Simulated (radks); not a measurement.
Values are calculated unless marked as measured or tabulated.
Initial-state core-level shifts of the arsenic ion As+ when its valence configuration changes from [Ar] 3d10 4s2 4p2. Code: a radial shooting solver on a logarithmic mesh with Libxc functionals. Model: scalar-relativistic Kohn-Sham, PBEsol, spin-unpolarised, spherical densities, point nucleus. Shifts are changes of the shell-averaged eigenvalues in eV (positive: less bound).

valence                2s       2p       3s       3p
3d10 4s1 4p3       -1.671   -1.667   -1.711   -1.703
3d9 4s1 4p4       -16.351  -16.231  -13.513  -13.265
3d10 4p4           -3.269   -3.261   -3.352   -3.336
3d8 4s2 4p4       -30.636  -30.406  -24.207  -23.732
3d9 4s2 4p3       -14.796  -14.684  -11.937  -11.698
3d8 4s1 4p5       -32.087  -31.847  -25.666  -25.183
3d10 4s1.5 4p2.5   -0.845   -0.844   -0.865   -0.861
3d7 4s2 4p5       -47.476  -47.129  -36.757  -36.062
3d8 4p6           -33.491  -33.240  -27.081  -26.588
